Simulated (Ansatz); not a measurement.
The molecule TaF+, multiplicity 4 (lowest of 2S+1 = 2, 4, 6, 8 at CCSD(T)/def2-TZVPP on PBE0 minima; our sources give no spin for the ground state, which may be another). No spin–orbit coupling.

The constants come from a fifth-degree fit in 1/R (seven points, main isotopes). Runs in def2 and cc sets follow the lowest solution found near the PBE0 minimum.

Correlated levels freeze the inner cores; with def2 sets outer-core shells near the valence are correlated too. CBS: X⁻³ extrapolation of the correlation energy, Hartree–Fock from the larger set.

Programs: Ansatz (Gaussian orbitals). Values without a source in brackets are computed. In def2 rows elements past Kr take small-core potentials, without spin–orbit coupling.

```tsv
level	r_e (Å)	ω_e (cm⁻¹)	ω_e x_e (cm⁻¹)
SVWN5/def2-TZVPP	1.757	825	2.9
PBE/def2-TZVPP	1.779	786	2.9
B97M-V/def2-TZVPP	1.783	754	1.1
BHLYP/def2-TZVPP	1.774	808	2.8
CAM-B3LYP/def2-TZVPP	1.775	805	2.8
B2PLYP/def2-TZVPP	1.780	797	2.8
CCSD/def2-QZVPP	1.776	___	2.7
CCSD(T)/CBS(def2-TZVPP, def2-QZVPP)	___	___	2.7
```

Question: Fill in the missing entries.

Answer: 
- CCSD(T)/CBS(def2-TZVPP, def2-QZVPP), r_e (Å): 1.777
- CCSD(T)/CBS(def2-TZVPP, def2-QZVPP), ω_e (cm⁻¹): 803
- CCSD/def2-QZVPP, ω_e (cm⁻¹): 806

Ansatz is an electronic-structure program.
